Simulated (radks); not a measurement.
Values are calculated unless marked as measured or tabulated.
Q: All-electron atom: Li I in [He] 2s1 (the NIST ground configuration). Level of theory: non-relativistic Kohn-Sham, LDA (Slater exchange, Perdew-Wang correlation), spin-polarised, spherical densities, point nucleus; open shells are filled with parallel spins first (a radial shooting solver on a logarithmic mesh with Libxc functionals). Some entries of the table are withheld. Estimate them.

orbital,occ.,eigenvalue (hartree),<r^2> (bohr^2),r(max) (bohr)
1s up,1,-1.87459,(1),(2)
1s down,1,-1.86687,(3),(4)
2s up,1,(5),17.35,3.073
2s down,0,(6),22.02,3.231

A: 
(1) 1s up <r^2> (bohr^2): 0.4777
(2) 1s up r(max) (bohr): 0.3654
(3) 1s down <r^2> (bohr^2): 0.4752
(4) 1s down r(max) (bohr): 0.3658
(5) 2s up eigenvalue (hartree): -0.11630
(6) 2s down eigenvalue (hartree): -0.07396
